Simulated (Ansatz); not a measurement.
`C[SiH2][S][Ti]([Cl])([Cl])[Cl]` + `[OH][GeH3]` → `C[SiH2][O][GeH3]` + `[SH][Ti]([Cl])([Cl])[Cl]`  (ligand exchange at the Si–S bond)

Computed with Ansatz on PBE0-D4/def2-TZVP structures; ΔE is electronic, products minus reactants. CCSD(T)/CBS adds triple-zeta CCSD(T) − MP2 to the extrapolated MP2 energy (def2 sets, frozen cores). DFT in def2-TZVPP. For Ge, Ti outer-core shells are correlated without core-valence functions, which leaves a few kJ/mol of doubt a bond. Scalar relativity is left out up to krypton. One conformer a species, not always the lowest.

| level | ΔE (kcal/mol) |
| --- | --- |
| LDA (SPW92) | -4.5 |
| BLYP | -9.9 |
| PBE0 | -6.2 |
| BHLYP | -11.4 |
| MP2/def2-TZVPP | -4.7 |
| SCS-MP2/def2-TZVPP | -7.2 |
| MP2/def2-QZVPP | -4.3 |
| CCSD/CBS(def2) | -7.6 |

Question: What does CCSD(T)/CBS give? (An estimate is asked.)

Answer: The calculation gave: -5.8 kcal/mol. The listed levels differ from it by 1.3, -4.1, -0.4, -5.6, 1.1, -1.4, 1.5, -1.8 kcal/mol.

Largest T1 diagnostic among the species: 0.026, so the coupled-cluster value is less sure than usual.

The D4 term adds +3.3 kcal/mol with B3LYP and +1.9 kcal/mol with PBE0; it sums over pairs of atoms, weighted by their polarisabilities, and B3LYP, whose exchange is more repulsive, gets the larger term. In def2-TZVPP, CCSD(T) changes the Hartree–Fock value by +7.5 kcal/mol (the triples alone add +1.8 kcal/mol) and MP2 by +9.6 kcal/mol. From PBE to PBE0 (25 % exact exchange), in def2-TZVPP and without D4, ΔE moves by −0.9 kcal/mol.

B3LYP here is the variant with VWN-RPA as its local correlation; programs differ in this.
